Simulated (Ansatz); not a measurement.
Ti3H2⁺. The state is a doublet with charge 1. Geometry PBE0-D4/def2-TZVP, that of the neutral singlet; atoms count from 1.

Cartesian coordinates in Å:
```
Ti -1.510 -0.540 0.114
Ti 0.224 0.936 1.286
Ti 0.580 -0.179 -0.635
H -0.370 -1.845 -0.553
H 1.076 1.628 -0.212
```

The charge 1 doublet is spin-contaminated (final ⟨S²⟩ up to 2.79, 0.75 for a pure state). The structure comes from a short search, and lower isomers may exist.

Question: Estimate the Mulliken populations from the PBE0/def2-TZVP orbitals of Ansatz.

Answer: 
```tsv
atom	charge (e)	spin (α − β)	d electrons
Ti1	0.41	2.10	2.71
Ti2	0.37	-2.29	2.73
Ti3	0.43	1.20	2.75
H4	-0.10	-0.06	–
H5	-0.11	0.05	–
```
Mulliken values and Mayer orders depend strongly on the basis.

Question: Where does the spin sit?

Answer: Summed by element: Ti 1.02, H -0.02, of 1 unpaired in all. Largest on single atoms: Ti2 -2.29, Ti1 2.10, Ti3 1.20.

Question: And the Mayer bond orders between bonded heavy atoms (over 0.3)?

Answer: Ti1–Ti2 0.99 (2.56 Å); Ti1–Ti3 1.70 (2.25 Å); Ti2–Ti3 1.53 (2.25 Å).
